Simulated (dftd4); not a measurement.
Sc (SMILES [Sc]), doublet; D4 for tpssh in dftd4.

Input for dftd4:
```
$ dftd4 mol.xyz --func tpssh --charge 0 --json dftd4.json --noedisp

# file mol.xyz
1

Sc     0.00000000     0.00000000     0.00000000
```

Predict the main parts of the log of this dftd4 run.


```
                    ____  _____ _____     ____  _  _
      -------------|  _ \|  ___|_   _|---|  _ \| || |------------
     |             | | | | |_    | | ___ | | | | || |_           |
     |             | |_| |  _|   | ||___|| |_| |__   _|          |
     |             |____/|_|     |_|     |____/   |_|            |
     |             ===================================           |
     |            E. Caldeweyher, S. Ehlert & S. Grimme          |
     |          Mulliken Center for Theoretical Chemistry        |
     |                    University of Bonn                     |
      -----------------------------------------------------------

Rational (Becke-Johnson) damping: tpssh-D4-ATM
---------------------
  s6         1.0000
  s8         1.8590
  s9         1.0000
  a1         0.4429
  a2         4.6023
 alp        16.0000
--------------------

Dispersion energy:       0.0000000000000E+00 Eh

[Info] JSON dump of results written to 'dftd4.json'
```
